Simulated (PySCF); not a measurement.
# How methods differ on the excitation energy of Au

Au [Xe] 4f14 5d10 6s1 (2S) → Au [Xe] 4f14 5d9 6s1 6p1 (high-spin determinant), as a difference of total energies. All numbers are calculated (PySCF 2.14, scalar relativity by spin-free X2C-1e, in x2c-TZVPPall (11s7p7d3f1g, 97 functions)). Correlated levels: valence: [Xe] 4f14 frozen; valence and next inner shell: [Kr] 4d10 4f14 frozen. The calculations carry no spin-orbit coupling.

```json
{"method": "UHF", "excitation energy (eV)": "4.756"}
{"method": "LDA", "excitation energy (eV)": "6.758"}
{"method": "PBE", "excitation energy (eV)": "6.441"}
{"method": "PBE0", "excitation energy (eV)": "6.206"}
{"method": "r2SCAN", "excitation energy (eV)": "6.136"}
{"method": "PBEsol", "excitation energy (eV)": "6.513"}
{"method": "r2SCAN0", "excitation energy (eV)": "5.993"}
{"method": "BLYP", "excitation energy (eV)": "6.535"}
{"method": "MP2 (valence)", "excitation energy (eV)": "6.470"}
{"method": "SCS-MP2 (valence)", "excitation energy (eV)": "6.454"}
{"method": "MP2 (valence and next inner shell)", "excitation energy (eV)": "6.474"}
{"method": "SCS-MP2 (valence and next inner shell)", "excitation energy (eV)": "6.390"}
```

Problem. How much does correlation contribute at MP2 (valence and next inner shell)?

Solution. 6.474 − (4.756) = 1.718 eV, measured against UHF.

A first-order spin-orbit estimate (lowest level to lowest level, LS coupling) adds -0.401 eV.

The basis was made for the ground configuration and has no added diffuse functions, so the excitation energy can come out too high.

The determinant of the upper state mixes LS terms, which raises its energy above the lowest term, most at the Hartree-Fock and MP2 levels.
